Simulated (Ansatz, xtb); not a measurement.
Ranking isomers of C4H5BOS

6 gas-phase structures of C4H5BOS, from a drawn sample of its isomers (lower ones may exist). Each was relaxed with GFN2-xTB; where two conformers were screened, the lower at r2SCAN-D4/def2-SVP is listed:

A. `OC1=CC=C(S)B1`, a singlet
B. `OC1=CC=CB1S`, a singlet
C. `OC1=CB(S)C=C1`, a singlet
D. `OC1=CBC(S)=C1`, a singlet
E. `OB1C=CC=C1S`, a singlet
F. `OC1=C(S)BC=C1`, a singlet

Task: Which do you expect lowest at r2SCAN-D4/def2-SVP, and how would the others follow?

Result: Calculated order at r2SCAN-D4/def2-SVP: E (0.0), C (37.8), B (78.1), D (158.7), F (200.1), A (225.7) kJ/mol.

Energies above the lowest of each column, in kJ/mol; the last columns are at PBE-D3(BJ)/def2-SVP geometries and were run for some of them only (a dash: not run or not comparable):

```json
{"structure": "E", "GFN2-xTB": "0.0", "HF/STO-3G": "0.0", "r2SCAN-D4/def2-SVP": "0.0", "PBE-D3(BJ)/def2-SVP": "0.0", "CCSD(T)/def2-SVP + ΔMP2/def2-TZVPP": "0.0"}
{"structure": "C", "GFN2-xTB": "36.3", "HF/STO-3G": "49.7", "r2SCAN-D4/def2-SVP": "37.8", "PBE-D3(BJ)/def2-SVP": "37.0", "CCSD(T)/def2-SVP + ΔMP2/def2-TZVPP": "51.0"}
{"structure": "B", "GFN2-xTB": "65.0", "HF/STO-3G": "81.9", "r2SCAN-D4/def2-SVP": "78.1", "PBE-D3(BJ)/def2-SVP": "73.3", "CCSD(T)/def2-SVP + ΔMP2/def2-TZVPP": "89.0"}
{"structure": "D", "GFN2-xTB": "97.5", "HF/STO-3G": "162.5", "r2SCAN-D4/def2-SVP": "158.7", "PBE-D3(BJ)/def2-SVP": "–", "CCSD(T)/def2-SVP + ΔMP2/def2-TZVPP": "–"}
{"structure": "F", "GFN2-xTB": "124.9", "HF/STO-3G": "189.8", "r2SCAN-D4/def2-SVP": "200.1", "PBE-D3(BJ)/def2-SVP": "–", "CCSD(T)/def2-SVP + ΔMP2/def2-TZVPP": "–"}
{"structure": "A", "GFN2-xTB": "128.5", "HF/STO-3G": "200.8", "r2SCAN-D4/def2-SVP": "225.7", "PBE-D3(BJ)/def2-SVP": "–", "CCSD(T)/def2-SVP + ΔMP2/def2-TZVPP": "–"}
```

Every level run on E puts it lowest or level with the lowest. Flexible structures stand in one conformer each, not always the lowest. Frequencies (GFN2-xTB) were run for B, C, E alone. ΔMP2 is the change of the MP2 energy from the smaller to the larger basis.

Over these structures GFN2-xTB departs from r2SCAN-D4/def2-SVP by 36.5 kJ/mol on average once a common shift is removed. A GFN2-xTB relaxation took about 0.47 s and the r2SCAN-D4/def2-SVP energy about 7.6 s on a shared host (Ansatz 0.2.0, xtb 6.7.1).
